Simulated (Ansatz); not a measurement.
C₅H₄N, charge -1, singlet, at a GFN2-xTB geometry (a gas-phase anion, which may not be bound at this level); PBE0/STO-3G (Ansatz, a program for electronic structure).

Here is a job for Ansatz.
Ansatz 0.2 input:
```yaml
crystal:
  periodic: [false, false, false]
  atoms:
    - {symbol: N, position_ang: [-0.00257057, 0.00016295, 1.38395379]}
    - {symbol: C, position_ang: [0.00286033, -0.00018132, -1.53995306]}
    - {symbol: C, position_ang: [0.01440886, 1.12439782, 0.66353930]}
    - {symbol: C, position_ang: [-0.01687418, -1.12424154, 0.66374596]}
    - {symbol: C, position_ang: [-0.01481043, -1.15986852, -0.71297161]}
    - {symbol: C, position_ang: [0.01745938, 1.15970060, -0.71318479]}
    - {symbol: H, position_ang: [0.02606951, 2.04296628, 1.26508679]}
    - {symbol: H, position_ang: [-0.03076978, -2.04266832, 1.26546228]}
    - {symbol: H, position_ang: [-0.02765064, -2.14691273, -1.19244289]}
    - {symbol: H, position_ang: [0.03208109, 2.14663188, -1.19283749]}
basis:
  gaussian:
    orbitals: STO-3G
hamiltonian:
  xc: pbe0
total_charge: -1
accuracy: high
```

Question: Write the output that Ansatz gives for this input, abridged.

Answer: 
```
Functional definition: PBE0
745 factors; integrals over basis functions are off by at most 5.1e-9 eV
mean field evaluation 1: about -6640.9802 eV, gradient 2.9e1 eV
mean field evaluation 2: about -6606.6846 eV, gradient 8.0e1 eV
mean field evaluation 4: about -6643.3543 eV, gradient 9.3e0 eV
mean field evaluation 8: about -6643.5746 eV, gradient 4.1e-1 eV
mean field evaluation 16: about -6643.5753 eV, gradient 3.3e-6 eV
mean field -6643.57525123 eV, -244.1468873056 hartree, gradient 2.4e-8 eV, S^2 0.000000; 0 other end points of the search recorded, 0 dependent functions left out
reference -6643.57525285 eV, -244.1468873653 hartree; 21, 21 occupied and 13, 13 virtual orbitals, 745 factors
Total energy: -6643.57525285 eV, -244.1468873653 hartree
```
